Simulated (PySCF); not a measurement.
SMILES C[CH2][Cd][CH](C)C (GFN2-xTB optimised geometry):

```
18

Cd    -0.571    -1.275     0.000
C      1.680    -1.275     0.000
C      2.097     0.049    -0.641
H      2.132    -2.102    -0.554
H      2.061    -1.315     1.027
H      1.685     0.900    -0.089
H      1.758     0.109    -1.680
H      3.186     0.163    -0.646
C     -2.137     0.335     0.000
C     -1.934     1.152    -1.276
C     -1.829     1.190     1.229
H     -3.186     0.019     0.049
H     -2.558     2.053    -1.268
H     -0.893     1.478    -1.372
H     -2.202     0.571    -2.162
H     -2.039     0.642     2.152
H     -2.438     2.102     1.238
H     -0.777     1.501     1.239
```

Calculation: PySCF with PBE0/def2-SVP, def2 effective core potentials past Kr.

Task: What are the frontier orbital energies and the dipole moment?

Result: HOMO-2 -9.09 eV, HOMO-1 -7.53 eV, HOMO -5.69 eV, LUMO -1.19 eV, LUMO+1 -0.14 eV; dipole moment 1.01 D.

On the same geometry PBE/def2-SVP, def2 effective core potentials past Kr run with PySCF gives HOMO-2 -7.69 eV, HOMO-1 -6.47 eV, HOMO -4.69 eV, LUMO -1.86 eV, LUMO+1 -0.79 eV; dipole moment 0.64 D.
